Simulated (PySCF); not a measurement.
C5H9F, SMILES C[C@H](F)C1CC1.

Coordinates come from a B3LYP-D3(BJ)/def2-SVP optimisation. The structure was generated by enumeration; whether it is a known compound was not checked. Other conformers were not sampled.

Method: TDDFT-PBE/def2-SVPD (PySCF 2.14.0).

Vertical excitations. 

Computed excitation energies, oscillator strengths and character:
| state | energy (eV) | λ (nm) | f | main pairs |
|---|---|---|---|---|
| S1 | 7.34 | 169 | 0.004 | HOMO→LUMO 100 % |
| S2 | 7.45 | 166 | 0.000 | HOMO−1→LUMO 99 % |
| S3 | 7.61 | 163 | 0.007 | HOMO→LUMO+1 99 % |
| S4 | 7.72 | 161 | 0.001 | HOMO−1→LUMO+1 93 % |
| S5 | 7.75 | 160 | 0.035 | HOMO→LUMO+2 91 % |
| S6 | 7.84 | 158 | 0.009 | HOMO−1→LUMO+2 97 % |
| S7 | 7.93 | 156 | 0.001 | HOMO−2→LUMO 88 % |
| S8 | 7.97 | 156 | 0.021 | HOMO→LUMO+3 87 % |
| S9 | 8.09 | 153 | 0.040 | HOMO−1→LUMO+3 94 % |
| S10 | 8.22 | 151 | 0.010 | HOMO−3→LUMO 98 % |
| T1 | 7.25 | 171 | 0 | HOMO→LUMO 99 % |
| T2 | 7.36 | 168 | 0 | HOMO−1→LUMO 99 % |
| T3 | 7.47 | 166 | 0 | HOMO→LUMO+1 98 % |
| T4 | 7.59 | 163 | 0 | HOMO−1→LUMO+1 96 % |
Triplets are in the Tamm–Dancoff approximation, which puts them higher than full response would, so one can lie above its singlet here.
